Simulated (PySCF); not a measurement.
Dipole moment and polarisability of In(OH)3

Species: In(OH)3.
Cartesian coordinates in Å at the PBE0-D3(BJ)/def2-SVP level; atoms count from 1:
```
atom  x, y, z in Å
In1    0.0012    0.0024   -0.0019
O2     1.9056    0.3308    0.4694
H3     2.4251   -0.4784    0.3918
O4    -1.3187    1.4888    0.0730
H5    -0.9024    2.3074    0.3686
O6    -0.5833   -1.8175   -0.5521
H7    -1.5276   -1.8335   -0.7489
```

Level: CAM-B3LYP/def2-SVPD (PySCF), static field, nuclei fixed, core orbitals frozen in the response. The polarisability tensor in these axes (au):

```
x   50.44 -0.69  2.80
y   -0.69 50.22  3.17
z    2.80  3.17 37.45
```

**Question.** Diagonalise the tensor; give its mean and Δα, where Δα² is half the sum of the squared differences of the eigenvalues.

**Answer.** Principal values 36.13, 50.95 and 51.04 au; mean 46.04 au = 6.82 Å³ = 7.59 × 10⁻⁴⁰ C²·m²/J; Δα = 14.87 au (32 % of the mean).

**Question.** What is the dipole moment?

**Answer.** 0.04 D; point group C3h allows none, and the residue is numerical.

**Question.** In TDDFT the mean static polarisability is Σ f/ω² over all singlet excitations (ω in hartree). How much of it do the 10 lowest give? Their energies (eV) and oscillator strengths: 5.28, 0.0000; 5.28, 0.0000; 6.05, 0.0926; 6.21, 0.1093; 6.21, 0.1102; 7.16, 0.0000; 7.43, 0.0003; 7.44, 0.0001; 7.59, 0.1715; 7.59, 0.1724.

**Answer.** They add up to 10.52 au, 22.8 % of the 46.04 au; the largest single term is 2.21 au, from the state at 7.59 eV. Terms in order: 0.00, 0.00, 1.88, 2.10, 2.11, 0.00, 0.00, 0.00, 2.21, 2.21 au. Higher excitations give the rest. The strengths listed sum to 0.656.

**Question.** Refractivity n − 1 of an ideal gas of it at 298.15 K and 1 atm, from the electronic α?

**Answer.** N = p/kT = 2.4615 × 10¹⁹ cm⁻³, so n − 1 = 2π × N × 6.82 × 10⁻²⁴ cm³ = 1055 × 10⁻⁶ at long wavelengths.

**Question.** Molar refractivity from α?

**Answer.** Lorentz–Lorenz: R = (4π/3)N_A α = 2.5225 cm³/(mol·Å³) × 6.82 Å³ = 17.2 cm³/mol, in the limit of long wavelengths.

**Question.** Find the Langevin capture rate constant for H3O+ (19.018 u) meeting this molecule (165.912 u), k = 2.342 × 10⁻⁹ cm³/s × √(α in Å³ / reduced mass in u).

**Answer.** The reduced mass is 17.06 u, so k = 1.48 × 10⁻⁹ cm³/s.

**Question.** Rayleigh depolarisation ratio (linearly polarised light, static tensor)?

**Answer.** ρ = 3Δα²/(45ᾱ² + 4Δα²) = 663.2/(95378 + 884.3) = 0.00689.

Geometry: PBE0-D3(BJ)/def2-SVP, one conformer, isolated molecule. Atoms past krypton carry effective core potentials; spin–orbit coupling is left out.
